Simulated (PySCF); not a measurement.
## Bi: excitation energy

Bi [Xe] 4f14 5d10 6s2 6p3 (4S) → Bi [Xe] 4f14 5d10 6s1 6p3 6d1 (6D), as a difference of total energies. Computed with PySCF 2.14 in x2c-TZVPPall with one added diffuse shell each of s, p, d, f type (12s8p7d4f, 99 functions), with scalar relativity by spin-free X2C-1e. Correlated levels: valence: [Xe] 4f14 5d10 frozen; valence and next inner shell: [Kr] 4d10 4f14 frozen. The calculations carry no spin-orbit coupling.

| method | excitation energy (eV) |
| --- | --- |
| UHF | 12.917 |
| LDA | 15.566 |
| PBE | 15.095 |
| PBE0 | 14.813 |
| r2SCAN | 14.873 |
| B2PLYP | 14.791 |
| TPSS | 14.972 |
| SCS-MP2 (valence) | 14.039 |
| MP2 (valence and next inner shell) | 15.017 |
| SCS-MP2 (valence and next inner shell) | 15.067 |

Problem. Estimate what MP2 (valence) gives.

Solution. 13.757 eV, closest to SCS-MP2 (valence) among the rows shown.

Problem. Estimate what r2SCANh gives.

Solution. 14.801 eV, closest to B2PLYP among the rows shown.

Spin-orbit coupling is strong in these open shells (close to jj coupling). The scalar numbers leave it out and a first-order estimate fails, so it can dominate the gap to the real levels.

The upper state lies above the first ionisation limit.

The promoted electron is Rydberg-like, and one or two diffuse shells describe it only roughly, which tends to raise the upper state.
